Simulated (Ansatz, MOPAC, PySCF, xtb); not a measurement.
Dimer: C2H4 (SMILES C=C) (first 6 atoms) with CH6Si (SMILES C[SiH3]); geometry from B3LYP-D3(BJ)/def2-TZVP, rigid monomers moved along the line of their centres of mass till H3···Si8 is 3.03 Å.
(charge 0, multiplicity 1):
| atom | x (Å) | y (Å) | z (Å) |
|---|---|---|---|
| C | 0.4907 | -0.0153 | 0.0182 |
| C | -0.8089 | 0.2180 | 0.1247 |
| H | 1.2180 | 0.5442 | 0.5933 |
| H | 0.8806 | -0.7758 | -0.6477 |
| H | -1.5376 | -0.3411 | -0.4499 |
| H | -1.1958 | 0.9785 | 0.7919 |
| C | -0.7859 | -0.9986 | 3.4375 |
| Si | 0.5076 | 0.3543 | 3.5284 |
| H | -1.7401 | -0.6523 | 3.8391 |
| H | -0.4745 | -1.8722 | 4.0133 |
| H | -0.9413 | -1.3066 | 2.4030 |
| H | 0.0767 | 1.5518 | 2.7659 |
| H | 1.7995 | -0.1099 | 2.9670 |
| H | 0.7367 | 0.7658 | 4.9358 |

Counterpoise-corrected where a basis set is named; no monomer relaxation. Rows marked so take none.

Rows in STO-3G carry no dispersion term and start afresh at each structure. The state that PM6 reach isn't checked.

Programs: Ansatz (Gaussian basis) for Hartree–Fock, density functionals and correlated methods; MOPAC for PM6 (differences of heats of formation); PySCF for STO-3G rows; xtb for the GFN methods. Each number belongs to the level named beside it.

Problem. One of these levels gives -7.1 kJ/mol for the interaction energy. Name it.
A) HF/STO-3G (no counterpoise)
B) HF/aug-cc-pV(D+d)Z
C) GFN1-xTB
D) PM6

Solution. C, GFN1-xTB. The others give 1.7 (PM6), 9.7 (HF/STO-3G (no counterpoise)), 14.4 (HF/aug-cc-pV(D+d)Z)

Ansatz is a quantum-chemistry and plane-wave program.
